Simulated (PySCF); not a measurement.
Species: bromoethene, C₂H₃Br.
Atom-mapped SMILES: `[CH2:1]=[CH:2][Br:3]` (hydrogens: H4, H5 on C1; H6 on C2)

Computed by this run: PySCF, PBE0-D3(BJ)/def2-SVP geometry optimisation, gas phase; density fitting, grid level 1; the optimiser is geomeTRIC in internal coordinates, started from a GFN2-xTB structure with every atom displaced at random (about 0.01 Å).

Step 0: E = -72147.6837 eV
```
atom  x, y, z in Å  |  force x, y, z in eV/Å
C1     -0.6576    0.0165   -0.1434   -2.373   0.439  -0.206
C2      0.6173    0.1088    0.0342    2.396  -0.324   0.139
Br3     1.7947   -1.2573   -0.5185    0.152   0.031   0.032
H4     -1.2894    0.8437    0.1748   -0.164   0.143   0.116
H5     -1.1506   -0.8098   -0.6323   -0.107  -0.445  -0.173
H6      1.1247    0.9460    0.5047    0.095   0.157   0.092
```

Step 1: E = -72147.7437 eV
```
atom  x, y, z in Å  |  force x, y, z in eV/Å
C1     -0.6838    0.0300   -0.1533    0.327  -0.042   0.007
C2      0.6349    0.0903    0.0275   -0.271   0.068  -0.017
Br3     1.8285   -1.2523   -0.5107    0.024  -0.043  -0.013
H4     -1.3025    0.8608    0.1878   -0.076   0.063   0.028
H5     -1.1701   -0.8199   -0.6348   -0.024  -0.028  -0.010
H6      1.1321    0.9391    0.5030    0.021  -0.018   0.005
```

**Question.** Estimate the geometry and energy of step 2. (The exact step hangs on the optimiser's Hessian estimate; all steps are aligned on step 1, rigid shifts and turns removed.)

**Answer.** E = -72147.7445 eV, largest force 0.087 eV/Å
```
atom  x, y, z in Å  |  force x, y, z in eV/Å
C1     -0.6794    0.0327   -0.1536    0.023   0.012   0.011
C2      0.6356    0.0979    0.0279   -0.086  -0.003  -0.004
Br3     1.8161   -1.2583   -0.5136    0.047  -0.003   0.001
H4     -1.3125    0.8568    0.1866    0.010   0.005   0.000
H5     -1.1588   -0.8230   -0.6343   -0.009   0.003  -0.002
H6      1.1383    0.9417    0.5064    0.015  -0.013  -0.007
```

The energy changes by -0.0008 eV. The first-order estimate −F·Δx gives -0.0020 eV and the mean of the old and new forces, exact on a quadratic surface, -0.0007 eV. The step makes an angle of 79° with the force vector and moves no atom by more than 0.014 Å.

What follows is the cost of the whole optimisation. The run took 11 s on one thread, Intel Xeon Platinum 8259CL at 2.50 GHz (x86_64), shared host with 96 logical CPUs at a one-minute load of 44, and the process peaked at 0.33 GiB of memory.
